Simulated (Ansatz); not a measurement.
A made-up structure of AlBSiNH5, singlet:

B1  (0.503, 1.732, -1.340)
Si2  (0.434, 0.973, 0.506)
N3  (-0.111, -0.500, 0.685)
Al4  (-0.729, -2.137, 0.759)
H5  (0.071, -0.666, 1.675)
H6  (1.454, 1.551, -2.040)
H7  (0.895, 1.815, 1.650)
H8  (-2.287, -2.375, 0.940)
H9  (0.280, -3.357, 0.643)
(Å)

It is relaxed with PBE-D4/def2-SVP and then PBE0-D4/def2-TZVP (Ansatz 0.2.0). Atoms count as bonded within 1.22 times the sum of their covalent radii (H–H: 0.88 Å). The end point is not checked to be a true minimum.

**Question.** Does its bonding change? (Judge from chemistry; the calculation decides.)

**Answer.** By the calculation: No: no bond forms or breaks.

Where it ends: The first stage lowers the energy by 2.00 eV in 17 steps. It ends as AlBSiNH₅ ([BH][SiH][NH][AlH2]):
```
9
angstrom
B 0.7187 1.3265 -1.1419
Si 0.3611 0.9263 0.6008
N 0.3665 -0.6934 1.1823
Al -0.7188 -2.0298 0.6963
H 1.1129 -0.9158 1.8292
H 0.8553 1.5707 -2.2881
H 0.1248 2.0057 1.5850
H -1.9154 -1.6954 -0.2761
H -0.3942 -3.4608 1.2905
```

Labels in which every atom is bracketed show which atoms are joined, not bond orders.

For scale, one of the runs: PBE0-D4/def2-TZVP relaxation, 166 basis functions, launched by `ansatz run in.yaml --threads 2 --pin off --events-out ev --progress --plain --max-ram 4352MiB`. Hardware: 2 CPU threads of an Intel Xeon 6975P-C, shared host. Wall time about 33 s.
